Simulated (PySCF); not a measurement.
H₂OSn, neutral, multiplicity 1. Atoms are numbered in the order given.

```xyz
4

Sn     0.0333     0.3056     0.0000
H     -1.7681     0.3760     0.0000
O      0.1068    -1.6912     0.0000
H     -0.7523    -2.1268     0.0000
```

Geometry: B3LYP-D3(BJ)/def2-TZVP. The def2 effective core potentials stand for the cores of Sn; spin–orbit coupling is left out.

Computed with r2SCAN/def2-TZVPD (PySCF).

Isolated molecule, no solvent.

```json
{
 "total_energy": "-290.80891 hartree",
 "point_group": "Cs",
 "highest_occupied_level": "-6.13 eV",
 "lowest_empty_level": "-3.11 eV",
 "orbital_gap": "3.02 eV",
 "dipole_moment": "1.23 D",
 "quadrupole, principal values (traceless, Buckingham form, about the centre of nuclear charge)": "-6.86, 2.30, 4.56 D·Å",
 "mean_static_polarisability": "50.2 bohr³ (7.44 Å³)",
 "polarisability_principal_values": "41.1, 54.0, 55.5 bohr³"
}
```
